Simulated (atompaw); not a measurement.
# Before and after: PAW (atompaw) potential for Se (Z = 34)

atompaw 4.2.0.5 input, output lines left out:

```
Se 34
LDA-PW scalarrelativistic loggrid 1500 logderivrange -6 5 276
4 4 3 0 0 0
4 1 4
0 0 0
c
c
c
v
c
c
v
v
3
1.85 1.55 1.25 1.45
y
3.9
n
y
-0.05
n
y
-0.95
n
y
-0.05
y
2.7
n
custom polynom gramschmidtortho sinc
bessel
1.85
1.85
1.85
1.85
1.20
1.20
1.85
1.85
```

Change: all radii scaled by about 0.81 (s 1.50, p 1.50, d 0.98, f 1.50 bohr); local potential bessel scheme, radius 1.02 bohr; augmentation sinc compensation charge, radius 1.26 bohr; PAW radius 1.50 bohr; waves and projectors: custom polynom gramschmidtortho; core correction smooth core density matched at 1.18 bohr.

Cutoffs: the cutoffs (Ry, on a coarse ladder) from which the occupation-weighted sum of valence levels, in a spherical-Bessel basis at the reference potential, stays within 10 and 1 mRy of its value at 400 Ry; they do not see the model core or the augmentation charge, which bear on the density cutoff.

Question: What does the change do?

Answer: The potential gets harder (120 Ry and 180 Ry → 180 Ry and 300 Ry); a bound ghost appears in p, s, which as a rule spoils a file. A smaller radius makes the pseudo-wave follow the all-electron one further in, where it bends more sharply, so more plane waves are needed.

| quantity | base | changed |
| --- | --- | --- |
| cutoff, loose | 120 Ry | 180 Ry |
| cutoff, tight | 180 Ry | 300 Ry |
| loose cutoff by channel (10 mRy a level) | s 6 Ry, p 8 Ry, d 70 Ry | s 10 Ry, p 6 Ry, d 100 Ry |
| bound ghosts | none | s, p |
| lowest overlap eigenvalue by channel | s 0.06, p 0.47, d 0.97, f 0.98 | s 0.11, p 0.58, d 0.98, f 0.98 |

 A true bound ghost makes a file unfit for plane-wave use even where its test errors are small: the radial tests pick states by their node count and pass the ghost by. The cutoffs see the waves, projectors and local potential, not the compensation charge or the core.
